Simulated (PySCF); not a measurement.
BH₇Si₂, SMILES [SiH3]B[SiH3].

Geometry: PBE-D3(BJ)/def2-SVP.

Method: PySCF with CAM-B3LYP/def2-TZVPD.

Gas-phase values at a fixed geometry.

| Item | Result |
|---|---|
| total energy | -607.99542 hartree |
| point group | C2 |
| highest occupied level | -9.35 eV |
| lowest empty level | -1.69 eV |
| orbital gap | 7.65 eV |
| dipole moment | 0.41 D |
| quadrupole, principal values (traceless, Buckingham form, about the centre of nuclear charge) | -2.91, 0.07, 2.85 D·Å |
| mean static polarisability | 77.5 bohr³ (11.49 Å³) |
| polarisability, principal values | 65.7, 71.7, 95.3 bohr³ |
